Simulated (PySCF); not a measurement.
**Spinor energies of Ba(42+) (barium, charge +42)**

Start: [Ne] 3s2 3p2; 3p1/2 filled at m_j = -1/2, +1/2. Calculated with PySCF 2.14 in an uncontracted even-tempered set (18 s from 9.4 bohr⁻², ratio 2.4; 14 p from 12 bohr⁻², ratio 2.4; 4 d from 43 bohr⁻², ratio 2.6; 4 f from 64 bohr⁻², ratio 2.6): generalised Hartree-Fock with the X2C-1e Hamiltonian and a Gaussian nucleus; one run each with spin-orbit coupling (SO) switched off, then screened by Boettger's factors.

```csv
spinor shell,electrons,"ε, spin-free (eV)","ε, screened SO (eV)",weight of nominal j (screened SO),"rms radius, screened SO (bohr)"
1s1/2,2,-40300.4,-40290.1,1.000,0.0292
2s1/2,2,-8586.9,-8581.9,1.000,0.117
2p1/2,2,-7974.3,-8251.8,1.000,0.100
2p3/2,4,-7974.3,-7845.1,1.000,0.106
3s1/2,2,-3380.1,-3377.9,1.000,0.281
3p1/2,2,-3210.5,-3268.0,1.000,0.268
```

```json
{"quantity": "E (hartree)", "spin-free": "-6520.22863", "screened SO": "-6527.39662"}
{"quantity": "M_J", "spin-free": "0", "screened SO": "0"}
{"quantity": "⟨J²⟩", "spin-free": "2.001", "screened SO": "0.000"}
{"quantity": "⟨L²⟩", "spin-free": "2.000", "screened SO": "1.339"}
{"quantity": "⟨S²⟩", "spin-free": "2.000", "screened SO": "1.339"}
```

Breit and QED terms are absent; they matter most for the inner s and p1/2 levels.

Densities and radii are taken from the X2C orbitals without a picture-change correction, which distorts them close to the nucleus.

Without spin-orbit coupling the j labels of p, d and f shells carry no meaning; the spin-free column gives the mean over the occupied spinors of each nl shell.
